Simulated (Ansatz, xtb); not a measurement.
# C4H6O3Si: which of two isomers lies lower

Structure a: `O=C1C[SiH2]OC(=O)C1`, a singlet. Structure b: `O=C1CCC(=O)[SiH2]O1`, a singlet. Both are isolated molecules in the gas phase, relaxed with B3LYP-D3(BJ)/def2-SVP; the shapes shown needn't be the lowest conformers.

a (Å):

```xyz
14

C    -0.6629    1.2968   -0.2868
C    -1.5958    0.3123    0.3881
C     1.5576    0.0696    0.2233
C     0.6264    0.6857   -0.8301
O    -0.8819    2.4831   -0.3488
O     0.9540   -0.5199    1.2846
O     2.7470    0.0676    0.1069
Si   -0.6521   -0.4723    1.8280
H    -1.8495   -0.4984   -0.3165
H    -2.5162    0.8230    0.7052
H    -1.0750   -1.8652    2.1112
H    -0.7100    0.3637    3.0523
H     0.3714   -0.1312   -1.5292
H     1.1955    1.4465   -1.3772
```

b (Å):

```xyz
14

C    -1.7747    1.5576    0.0018
C    -1.5328    0.1447    0.5245
C    -0.5020   -0.6816   -0.2665
C     0.9046   -0.1061   -0.1776
O    -2.8624    2.0323   -0.1519
O     1.9043   -0.7898   -0.1392
O    -0.6552    2.2833   -0.2744
Si    0.9722    1.8250   -0.1395
H    -2.5077   -0.3586    0.5384
H    -1.2063    0.2337    1.5775
H    -0.4754   -1.7284    0.0741
H    -0.7802   -0.6962   -1.3373
H     1.7066    2.3798   -1.3014
H     1.5488    2.3161    1.1392
```

Quicker runs give these differences E(b) − E(a): GFN2-xTB +10.8 kcal/mol; HF/STO-3G +4.4 kcal/mol (at GFN2-xTB geometries); r2SCAN-D4/def2-SVP +11.7 kcal/mol (at GFN2-xTB geometries).

Task: Estimate E(b) − E(a) at the level CCSD(T)/def2-SVP + ΔMP2/def2-TZVPP.

Result: Calculated at CCSD(T)/def2-SVP + ΔMP2/def2-TZVPP: E(b) − E(a) = +11.4 kcal/mol, so structure a lies lower.

The same difference at several levels:

```csv
level,geometry,E(b) − E(a) (kcal/mol),departure from the last row (kcal/mol),"job, with rough time for the two"
GFN2-xTB,GFN2-xTB,+10.8,−0.6,"optimisation, 0.17 s"
HF/STO-3G,GFN2-xTB,+4.4,−7.0,"single point, 0.32 s"
r2SCAN-D4/def2-SVP,GFN2-xTB,+11.7,+0.3,"single point, 2 s"
B3LYP-D3(BJ)/def2-SVP,B3LYP-D3(BJ)/def2-SVP,+10.7,−0.7,"optimisation, 34 s"
HF/def2-SVP,B3LYP-D3(BJ)/def2-SVP,+10.9,−0.5,part of the CCSD(T) run
MP2/def2-SVP,B3LYP-D3(BJ)/def2-SVP,+11.3,−0.1,part of the CCSD(T) run
CCSD(T)/def2-SVP,B3LYP-D3(BJ)/def2-SVP,+10.3,−1.1,single point
CCSD(T)/def2-SVP + ΔMP2/def2-TZVPP,B3LYP-D3(BJ)/def2-SVP,+11.4,,"single point, 32 s"
```

As drawn, both hold the same kinds of bond in the same numbers.

None of the levels shown reverses the order. The largest departure from CCSD(T)/def2-SVP + ΔMP2/def2-TZVPP is that of HF/STO-3G, 7.0 kcal/mol. The last row adds to CCSD(T) the change of the MP2 difference between the two basis sets, here +1.1 kcal/mol.

With thermal terms from frequencies at re-optimised GFN2-xTB minima (ideal gas, soft modes damped towards free rotors, one conformer each, 298.15 K, 1 atm): on the last row, ΔE + ΔZPE = +11.4, ΔH = +11.5, ΔG = +11.4 kcal/mol.

The correlated steps freeze 12 core orbitals. Codes used: Ansatz 0.2.0, xtb 6.7.1; the last row on 4 threads of Intel(R) Xeon(R) 6975P-C (Granite Rapids) on a shared host.
